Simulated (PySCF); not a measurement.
HN2, neutral, multiplicity 2. Atoms are numbered in the order given.

```xyz
3

N     -0.1549    -0.4942     0.0000
N      0.0570     0.6610     0.0000
H      0.6848    -1.1675     0.0000
```
Charge 0, spin multiplicity 2.

Coordinates come from a PBE-D3(BJ)/def2-TZVPD optimisation.

All values below come from ωB97X/def2-TZVPD run with PySCF.

Mulliken values depend strongly on the basis, most of all with diffuse functions as here. ESP charges are fitted to the potential on shells at 1.4 to 2.0 van der Waals radii. Atomic charges (e):

| atom | Mulliken | meta-Löwdin | ESP fit | Mulliken spin |
|---|---|---|---|---|
| N1 | -0.07 | -0.13 | -0.19 | 0.17 |
| N2 | -0.18 | -0.09 | -0.11 | 0.67 |
| H3 | 0.24 | 0.22 | 0.30 | 0.16 |
